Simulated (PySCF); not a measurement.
C4H6SSi.
Numbering: `[SiH3:1][c:2]1[cH:3][cH:4][cH:5][s:6]1`

Structure used (PBE0-D3(BJ)/def2-SVP), in Å, numbered top down from 1:
```
atom  x, y, z in Å
Si1    2.216   -0.007   -0.261
C2     0.351   -0.044   -0.205
C3    -0.460    0.306    0.856
C4    -1.846    0.140    0.592
C5    -2.080   -0.337   -0.672
S6    -0.617   -0.578   -1.531
H7     2.697    0.657   -1.510
H8     2.795   -1.385   -0.220
H9     2.689    0.757    0.931
H10   -0.065    0.678    1.804
H11   -2.639    0.367    1.306
H12   -3.038   -0.553   -1.143
```

Definitions: NICS(0) = −σiso at the ring centroid; NICS(1) = −σiso and NICS(1)zz = −σzz at ±1 Å along the ring normal z. Level: GIAO KT2/pcSseg-2 (PySCF, non-relativistic, gas phase) on the PBE0-D3(BJ)/def2-SVP geometry, one conformer.

Ring bond lengths (Å): C2–C3 1.381, C3–C4 1.421, C4–C5 1.371, C5–S6 1.713, S6–C2 1.727.

Q: Give the NICS values of each ring in ppm.

A: 
```tsv
ring	type	NICS(0)	NICS(1), two faces	NICS(1)zz, two faces	rms pucker (Å)	centre to ring atoms, mean (Å)
C2–C3–C4–C5–S6	5-membered ring with S; formal bonds all aromatic	-13.0	-10.5 / -10.4	-29.6 / -29.3	0.00	1.29
```

Q: What can be read from them?

A: 
- C2–C3–C4–C5–S6: mean NICS(1)zz -29.5 ppm, shielded. For a flat ring without four-coordinate atoms the NICS criterion counts such a value as aromatic.

Q: What does the geometric index give? HOMA = 1 − mean of α(R − Ropt)² over the ring bonds, with Krygowski's 1993 parameters (CC: Ropt 1.388 Å, α 257.7 Å⁻²; CS: Ropt 1.677 Å, α 94.09 Å⁻²).

A: 
- C2–C3–C4–C5–S6: HOMA 0.85; the largest term is that of C3–C4, α(R − Ropt)² = 0.28. The geometric and the magnetic index point the same way.

Q: What field does 11.7 T along the ring normal induce along that normal at the second NICS(1) probe listed for ring C2–C3–C4–C5–S6, 1 Å off the ring?

A: NICSzz × B0 = -29.3 ppm × 11.7 T = -343 μT, against the applied field.

Q: How shielded are the nuclei of the rings and their hydrogens (means over atoms taken as equivalent)?

A: 
```tsv
atoms	environment	σ isotropic (ppm)	principal values of the symmetric part, first atom (ppm)
C2	substituted aromatic carbon	56.6	-17.7, 35.7, 151.6
C3	aromatic CH carbon	45.3	-37.7, 39.3, 134.4
C4	aromatic CH carbon	56.3	-20.1, 43.3, 145.8
C5	aromatic CH next to a ring sulfur	48.6	-39.1, 46.9, 138.2
S6	thiophene-type sulfur	255.9	121.1, 257.4, 389.2
H10	aromatic hydrogen	23.71	20.7, 23.5, 27.0
H11	aromatic hydrogen	23.91	21.1, 24.3, 26.4
H12	aromatic hydrogen	23.51	20.9, 23.3, 26.3
```

Q: How do the values depend on the level or the medium?

A: 
| level | NICS(0), C2–C3–C4–C5–S6 | mean NICS(1)zz, C2–C3–C4–C5–S6 |
| --- | --- | --- |
| KT2/pcSseg-2, gas | -13.0 | -29.5 |
| PBE0/pcSseg-1, gas | -12.8 | -28.8 |

The geometry is the same throughout.
